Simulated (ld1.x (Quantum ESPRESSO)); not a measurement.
# LDA (PZ) TM dataset for Hg, scalar-relativistic all-electron reference.

* Element: Hg
* Generator: ld1.x (Quantum ESPRESSO) 7.5
* Type: norm-conserving Troullier–Martins (Kleinman–Bylander form)
* Functional: LDA (PZ)
* Relativity: scalar-relativistic
* Frozen core: [Xe] 4f14
* Valence charge: 12
* Reference configuration: 5d10 6s2 6p0
* Partial waves: 6p (bound, empty): rc 3.30 bohr; 5d (bound): rc 1.25 bohr; 6s (bound): rc 1.65 bohr
* Local potential: the s channel
* Core correction: a·sin(br)/r model core, default radius (core density twice the valence density)

All-electron outer shells of the reference configuration (LDA (PZ), scalar-relativistic, ld1.x):

```
shell  level (eV)  outermost node (bohr)  outermost maximum (bohr)
   4f      -96.34                      –                      0.37
   5p      -66.76                   0.51                      0.92
   5d      -10.07                   0.55                      1.17
   6s       -7.13                   1.08                      2.21
   6p       -1.19                   1.27                      3.26
```

(1) Estimate the cutoffs (Ry, on a coarse ladder) from which the occupation-weighted sum of valence levels, in a spherical-Bessel basis at the reference potential, stays within 10 and 1 mRy of its value at 400 Ry.

(2) What does a ghost test show?

(3) Tests: 5d10 6s1 6p0; 5d10 6s0 6p0; 5d9 6s0 6p0; 5d10 6s1 6p1; 5d9 6s2 6p1; 5d10 6s1.5 6p0; 5d10 6s0 6p2. Which has the largest error in its energy relative to the reference configuration, and how large is it?

## Answers

(1) 80 Ry and 120 Ry.

(2) No extra level below or beside the all-electron valence levels (p, d, s, f tested).

(3) 5d9 6s0 6p0, with -138 meV (all-electron minus pseudo) on +66.26 eV.
